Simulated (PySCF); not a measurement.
C2H9NSi3, SMILES [SiH3]C1=N[SiH2][SiH2]C1.

The structure is a stationary point at PBE0-D3(BJ)/def2-SVP. This is a generated structure with no PubChem entry under its InChIKey; it may be hypothetical. Other conformers were not sampled.

Computed with TDA-ωB97X/def2-SVPD run with PySCF 2.14.0.

Vertical excitations. Isolated molecule, no solvent.

Computed lowest excited states:
```tsv
state	energy (eV)	λ (nm)	f	main pairs
S1	3.85	322	0.003	HOMO→LUMO 90 %
S2	5.98	208	0.068	HOMO→LUMO+1 87 %
S3	6.09	203	0.010	HOMO→LUMO+3 90 %
S4	6.70	185	0.001	HOMO−3→LUMO 48 %, HOMO−1→LUMO 36 %
S5	6.79	183	0.000	HOMO−1→LUMO 53 %, HOMO−3→LUMO 33 %
S6	6.82	182	0.040	HOMO→LUMO+2 71 %
T1	3.25	382	0	HOMO→LUMO 86 %
T2	4.81	258	0	HOMO−2→LUMO 70 %, HOMO−7→LUMO 13 %
```
Triplets are in the Tamm–Dancoff approximation.
